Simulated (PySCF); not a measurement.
Input of a response calculation (the driver script's job line, then coordinates in Å):

```
{"job": {"kind": "uv", "xc": "B3LYP", "basis": "def2-SVPD", "nstates": 8, "ntriplets": 3}, "charge": 0, "multiplicity": 1}
F     -2.960333    -0.719836    -0.115042
C     -2.181850     0.385365    -0.375541
C     -0.781029     0.107118    -0.132523
C      0.369950    -0.175581     0.083092
Si     2.154085    -0.520018     0.387791
Br     3.218279     1.377491    -0.094773
H     -2.344913     0.652941    -1.427339
H     -2.535791     1.189984     0.281568
H      2.405358    -0.776817     1.796651
H      2.665128    -1.515993    -0.540120
```

Method: TDDFT B3LYP/def2-SVPD, vertical, gas phase, core orbitals frozen in the response (PySCF). Job line and output are in the format of a driver script around the code.

(1) Give the output.

## Answers

(1) 
```
coarse grid: 44472 points
cycle   1  E = -3079.6302135900  dE = -4.723e-01  |g| = 5.479e-01  |ddm| = 7.307e+00
cycle   2  E = -3079.5732143131  dE =  5.700e-02  |g| = 7.806e-01  |ddm| = 2.678e+00
cycle   3  E = -3079.6889051123  dE = -1.157e-01  |g| = 1.402e-01  |ddm| = 9.873e-01
cycle   4  E = -3079.6919978196  dE = -3.093e-03  |g| = 7.836e-02  |ddm| = 2.993e-01
cycle   5  E = -3079.6935302111  dE = -1.532e-03  |g| = 1.862e-02  |ddm| = 1.145e-01
cycle   6  E = -3079.6936036630  dE = -7.345e-05  |g| = 5.272e-03  |ddm| = 3.053e-02
cycle   7  E = -3079.6936100438  dE = -6.381e-06  |g| = 5.650e-04  |ddm| = 1.002e-02
final grid: 91720 points
cycle   8  E = -3079.6935641468  dE = -2.505e-08  |g| = 5.419e-04  |ddm| = 5.963e-03
cycle   9  E = -3079.6935640702  dE =  7.658e-08  |g| = 7.634e-04  |ddm| = 1.843e-03
cycle  10  E = -3079.6935641933  dE = -1.231e-07  |g| = 2.858e-04  |ddm| = 1.161e-03
cycle  11  E = -3079.6935642136  dE = -2.032e-08  |g| = 2.100e-05  |ddm| = 3.746e-04
cycle  12  E = -3079.6935642137  dE = -1.201e-10  |g| = 4.832e-06  |ddm| = 4.896e-05
converged SCF energy = -3079.6935642137

Static polarisability (au): isotropic 85.899, principal 64.147 77.728 115.824

Singlet excitations
state   eV       nm        f      main configurations
  1   5.2652    235.5   0.00052   H->L 0.63, H-2->L 0.33
  2   5.6943    217.7   0.05345   H-1->L 0.88
  3   5.7537    215.5   0.00564   H-2->L 0.64, H->L 0.35
  4   6.0749    204.1   0.00604   H-3->L 0.73, H->L+1 0.11, H-2->L+1 0.10
  5   6.3868    194.1   0.00121   H-1->L+1 0.68, H-3->L+1 0.30
  6   6.9294    178.9   0.00987   H->L+1 0.52, H-2->L+1 0.45
  7   7.0744    175.3   0.00001   H-3->L+1 0.61, H-1->L+1 0.29
  8   7.1924    172.4   0.00007   H->L+2 0.82

Triplet excitations (Tamm-Dancoff, eV): 4.7193 4.9152 5.3404
```

Geometry: GFN2-xTB; no solvent, vibrations or thermal averaging. The B3LYP/def2-SVPD calculation is non-relativistic and has no spin–orbit coupling, an omission that weighs most on bromine.

The SCF starts on a coarse grid; the energy jumps when the final grid takes over, and dE counts afresh there. H and L stand for HOMO and LUMO.

On one thread of an Arm Neoverse N1, no GPU, shared host, this took 54 s (with the writing of density and orbital grids) and 0.70 GiB of memory at its peak.
